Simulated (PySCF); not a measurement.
ClI, SMILES ClI (connectivity only; charge and spin as stated), charge +1, multiplicity 2. Coordinates come from a PBE-D3(BJ)/def2-TZVP optimisation. The multiplicity is an assumed one; other spin states were not compared. The def2 effective core potentials stand for the cores of I; spin–orbit coupling is left out.

Calculation: PBE-D3(BJ)/def2-TZVP run with PySCF.

Harmonic wavenumbers (cm⁻¹): 425. Rotational constants (GHz): 3.582 (linear); symmetry number 1.

Q: Work out the zero-point energy and the ideal-gas rigid-rotor harmonic-oscillator thermochemistry at 298.15 K and 1 atm.

A: ZPE = ½ Σ hcν = ½ × 425 cm⁻¹ = 0.61 kcal/mol. H − E(el) = 2.86 kcal/mol. Entropy in cal/(mol K): translation 41.16, rotation 16.81, vibration 0.87, spin 1.38, total 60.22. G − E(el) = -15.09 kcal/mol. Cp = 8.37 cal/(mol K).
